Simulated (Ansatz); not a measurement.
CHN (SMILES C#N), charge 0, multiplicity 1, relaxed at each level with Ansatz (a first-principles code); harmonic frequencies from differences of analytic forces, average atomic masses, frozen cores.

```json
[
 {"level": "PBE/def2-TZVPP", "harmonic frequencies (cm⁻¹)": "735 735 2121 3363", "ZPE (eV)": "0.431", "cost over PBE/def2-TZVPP (rough)": "×1"},
 {"level": "r2SCAN/def2-TZVPP", "harmonic frequencies (cm⁻¹)": "763 763 2182 3440", "ZPE (eV)": "0.443", "cost over PBE/def2-TZVPP (rough)": "×1"},
 {"level": "PBE0/def2-TZVPP", "harmonic frequencies (cm⁻¹)": "777 777 2222 3456", "ZPE (eV)": "0.448", "cost over PBE/def2-TZVPP (rough)": "×1"},
 {"level": "wB97X-V/def2-TZVPP", "harmonic frequencies (cm⁻¹)": "787 787 2238 3458", "ZPE (eV)": "0.451", "cost over PBE/def2-TZVPP (rough)": "×2"},
 {"level": "CCSD(T)/cc-pVTZ", "harmonic frequencies (cm⁻¹)": "716 716 2111 3443", "ZPE (eV)": "0.433", "cost over PBE/def2-TZVPP (rough)": "×9"},
 {"level": "CCSD(T)/cc-pVQZ", "harmonic frequencies (cm⁻¹)": "722 722 2123 3435", "ZPE (eV)": "0.434", "cost over PBE/def2-TZVPP (rough)": "-"}
]
```

Measured: harmonic frequencies 3443, 2127, 727 cm⁻¹ [Alecu, Zheng, Zhao (2010)]; fundamentals as far as tabulated 3312, 2089, 712 cm⁻¹ [NIST CCCBDB]. Measured modes stand in the spectroscopists' order.
